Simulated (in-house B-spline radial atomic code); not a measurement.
A fraction x of an electron is added to 3p in Al, starting from [Ne] 3s2 3p1 and keeping the highest spin. Computed with a radial B-spline atomic code at the basis-set limit: non-relativistic LDA VWN5, spin-polarised, spherical fractional occupations, point nucleus.

| x | E(x) - E(0) (eV) | 3p up level (eV) |
| --- | --- | --- |
| 0 | 0.0000 | -3.027 |
| 0.1 | -0.2756 | -2.487 |
| 0.2 | ? | ? |
| 0.3 | ? | ? |
| 0.4 | -0.7920 | -0.988 |
| 0.5 | -0.8680 | -0.537 |
| 0.6 | -0.9004 | -0.117 |

Question: What belongs in the row x = 0.2?

Answer: An energy change of -0.4981 eV; 3p up at -1.966 eV.

Question: What belongs in the row x = 0.3?

Answer: An energy change of -0.6695 eV; 3p up at -1.466 eV.

Question: Check Janak's theorem between x = 0.4 and 0.5.

Answer: The slope of the energy is -0.76 eV; the orbital levels give -0.76 eV (ε of the filling orbital, averaged over the two points).

Question: Up to what added charge does this functional bind the extra electron?

Answer: The highest level rises by about 4.2 eV per electron near x = 0.6 and would reach zero near x = 0.63, so a whole extra electron isn't bound at the basis-set limit.
